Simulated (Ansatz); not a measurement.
Consider the redistribution: `O=C[SiH](O)Cl` + `[CH3][AlH][SiH2][SnH3]` → `O=C[SiH](O)[SnH3]` + `[CH3][AlH][SiH2]Cl`.

Gas-phase electronic energies from Ansatz, PBE0-D4/def2-TZVP geometries. CCSD(T)/CBS adds triple-zeta CCSD(T) − MP2 to the extrapolated MP2 energy (def2 sets, frozen cores). Functionals use def2-TZVPP. def2 core potentials past Kr. For Sn outer-core shells are correlated without core-valence functions, which leaves a few kJ/mol of doubt a bond. Each species was taken in one conformer, which may not be the lowest.

```
         level  ΔE (eV)
       ωB97X-V     0.47
 HF/def2-TZVPP     0.46
MP2/def2-TZVPP     0.52
CCSD/CBS(def2)     0.48
```

(1) What does CCSD(T)/CBS give? (An estimate is asked.)

Largest T1 diagnostic among the species: 0.015.

Answers

(1) The calculation gave: +0.49 eV. The listed levels differ from it by -0.02, -0.03, 0.03, -0.01 eV.

From PBE to PBE0 (25 % exact exchange), in def2-TZVPP and without D4, ΔE moves by +0.04 eV. In def2-TZVPP, CCSD(T) changes the Hartree–Fock value by +0.05 eV (the triples alone add +0.01 eV) and MP2 by +0.07 eV.
